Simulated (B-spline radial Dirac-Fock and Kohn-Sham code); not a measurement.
Successive ionisation energies of zinc: Dirac-Fock against NIST

Model: Dirac-Fock ΔSCF + Breit + QED. Program: a B-spline atomic structure program. Each value is the difference of the configuration-average energies of two neighbouring ions in their tabulated ground configurations. Correlation energy is missing from these numbers. NIST's values refer to the lowest levels; many for high charge states are themselves semi-empirical or theoretical. Where a p, d or f shell is open in either ion the computed value averages over both j values and all terms, while the table refers to the lowest levels; that difference holds spin-orbit splitting (largest in heavy or highly charged ions), term energies where several electrons share open shells, and correlation, and it can reach 10 % or more.

```tsv
ion	configuration	computed (eV)	NIST (eV)	kind	NIST − computed (eV)
Zn¹⁷⁺	[Ne] 3s2 3p1	612.9	613.3 ± 2.4	semi-empirical	+0.42
Zn¹⁸⁺	[Ne] 3s2	693.4	697.5 ± 0.7	semi-empirical	+4.13
Zn¹⁹⁺	[Ne] 3s1	736.7	737.366 ± 0.021	semi-empirical	+0.69
Zn²⁰⁺	[He] 2s2 2p6	1852.1	1846.8 ± 1	semi-empirical	-5.29
Zn²¹⁺	[He] 2s2 2p5	1971.0	1961 ± 3	semi-empirical	-9.97
Zn²²⁺	[He] 2s2 2p4	2092.8	2085 ± 5	semi-empirical	-7.75
Zn²³⁺	[He] 2s2 2p3	2217.4	2214 ± 8	semi-empirical	-3.44
Zn²⁴⁺	[He] 2s2 2p2	2345.0	2358 ± 1.6	semi-empirical	+12.97
Zn²⁵⁺	[He] 2s2 2p1	2475.5	2491.5 ± 1.1	semi-empirical	+15.98
Zn²⁶⁺	[He] 2s2	2662.6	2669.9 ± 2.5	semi-empirical	+7.26
Zn²⁷⁺	[He] 2s1	2781.8	2781.996 ± 0.007	theoretical	+0.16
Zn²⁸⁺	1s2	11863.4	11864.94	theoretical	+1.58
Zn²⁹⁺	1s1	12389.0	12388.94	theoretical	-0.10
```

Problem. Where in this range is the largest relative jump, and why?

Solution. From Zn²⁷⁺ (2781.8 eV) to Zn²⁸⁺ (11863.4 eV), a factor of 4.26. The configuration goes from [He] 2s1 to 1s2, so the next electron comes out of a deeper subshell.
